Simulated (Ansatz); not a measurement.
Coupled-cluster run, BFGeH$_{5}$NO (`NB(F)[O][GeH3]`).

```yaml
crystal:
  periodic: [false, false, false]
  atoms:
    - {symbol: N, position_ang: [0.617824, 0.970116, -1.882492]}
    - {symbol: B, position_ang: [-0.055612, 0.473487, -0.759174]}
    - {symbol: F, position_ang: [-1.371592, 0.754512, -0.624738]}
    - {symbol: O, position_ang: [0.569635, -0.271911, 0.184473]}
    - {symbol: Ge, position_ang: [-0.222917, -0.939271, 1.643791]}
    - {symbol: H, position_ang: [0.161551, 1.522345, -2.584511]}
    - {symbol: H, position_ang: [1.592965, 0.796775, -2.039562]}
    - {symbol: H, position_ang: [-1.346977, -1.889790, 1.208603]}
    - {symbol: H, position_ang: [0.901904, -1.688558, 2.365852]}
    - {symbol: H, position_ang: [-0.763782, 0.221197, 2.490658]}
basis:
  gaussian: {orbitals: def2-TZVPP}
correlation: {method: ccsd_t}
```

```sh
$ ansatz run in.yaml --threads 4 --pin off --events-out ev --progress --plain --max-ram 10444MiB
```

The program prints (abridged):

```
Functional definition: HF
1497 factors; integrals over basis functions are off by at most 1.5e-3 eV
mean field evaluation 1: about -63452.6746 eV, gradient 4.9e1 eV
mean field evaluation 2: about -63452.8523 eV, gradient 5.0e1 eV
mean field evaluation 4: about -63457.4131 eV, gradient 4.0e0 eV
mean field evaluation 8: about -63457.4669 eV, gradient 2.7e-1 eV
mean field evaluation 16: about -63457.4677 eV, gradient 1.7e-6 eV
mean field -63457.46773703 eV, -2332.0189263192 hartree, gradient 1.7e-6 eV, S^2 0.000000; 0 other end points of the search recorded, 0 dependent functions left out
13 core orbitals not correlated: weight in the atoms' cores, before any rotation towards them, 1.000 or more for the frozen orbitals, at most 0.000 for the correlated occupied ones
reference -63457.46773703 eV, -2332.0189263192 hartree; 20, 20 occupied and 209, 209 virtual orbitals, 1497 factors
second order -28.52214341 eV of doubles, -0.00000000 eV of singles
cycle   1  -28.29900265 eV  change    2.2e-1 eV  update   1.1e-1
cycle   2  -29.00499680 eV  change   -7.1e-1 eV  update   3.3e-2
cycle   3  -29.14218252 eV  change   -1.4e-1 eV  update   1.6e-2
cycle   4  -29.12237940 eV  change    2.0e-2 eV  update   3.5e-3
cycle   5  -29.12082952 eV  change    1.5e-3 eV  update   1.4e-3
cycle   6  -29.12159751 eV  change   -7.7e-4 eV  update   3.8e-4
cycle   7  -29.12135484 eV  change    2.4e-4 eV  update   1.2e-4
cycle   8  -29.12129550 eV  change    5.9e-5 eV  update   4.2e-5
cycle   9  -29.12130467 eV  change   -9.2e-6 eV  update   1.7e-5
perturbative correction -0.99832443 eV, -0.0366877461 hartree
Total energy: -63487.58736613 eV, -2333.1258022729 hartree
```

Hardware: 4 threads of an Intel Xeon Platinum 8559C on a shared host. Wall time 2 min, peak host memory 5.1 GiB.

The correlation energy is -30.120 eV, 3.3 % of it from (T); the T1 diagnostic reads 0.0118.
